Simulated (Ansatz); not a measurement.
One change: `O=CO[SiH2]F` becomes `F[SiH2]O[SiH2]F`.

Ansatz, PBE0-D4/def2-TZVP geometries, multiplicity 1. Each molecule was computed in one conformer, which needn't be the lowest.

| property | `O=CO[SiH2]F` |
| --- | --- |
| HOMO–LUMO gap (PBE/def2-TZVPP) / eV | 5.26 |
| size of the dipole moment (ωB97M-V/def2-TZVPP) / D | 2.27 |
| HOMO energy (PBE0/def2-TZVPP) / eV | -8.79 |
| HOMO–LUMO gap (B3LYP/def2-TZVPP) / eV | 7.55 |
| HOMO energy (B3LYP/def2-TZVPP) / eV | -8.54 |
| LUMO energy (ωB97M-V/def2-TZVPP) / eV | 1.49 |

(1) What does the change do to each property? (Best estimate.)

Answers

(1) Computed: 
```json
{"property": "HOMO–LUMO gap (PBE/def2-TZVPP) / eV", "`F[SiH2]O[SiH2]F`": "7.40", "shift": "2.14"}
{"property": "size of the dipole moment (ωB97M-V/def2-TZVPP) / D", "`F[SiH2]O[SiH2]F`": "1.39", "shift": "-0.88"}
{"property": "HOMO energy (PBE0/def2-TZVPP) / eV", "`F[SiH2]O[SiH2]F`": "-9.40", "shift": "-0.61"}
{"property": "HOMO–LUMO gap (B3LYP/def2-TZVPP) / eV", "`F[SiH2]O[SiH2]F`": "9.33", "shift": "1.78"}
{"property": "HOMO energy (B3LYP/def2-TZVPP) / eV", "`F[SiH2]O[SiH2]F`": "-9.20", "shift": "-0.66"}
{"property": "LUMO energy (ωB97M-V/def2-TZVPP) / eV", "`F[SiH2]O[SiH2]F`": "2.06", "shift": "0.57"}
```

With PBE0 the HOMO falls by 0.61 eV and the LUMO rises by 1.06 eV, so the gap widens by about 1.67 eV. PBE moves the HOMO by -0.82 eV and ωB97M-V by -0.45 eV. The zero-point energy changes by 3.2 kJ/mol with +3 modes. Dipoles are sizes alone; their direction can turn.

B3LYP here is the variant with VWN-RPA as its local correlation; programs differ in this.
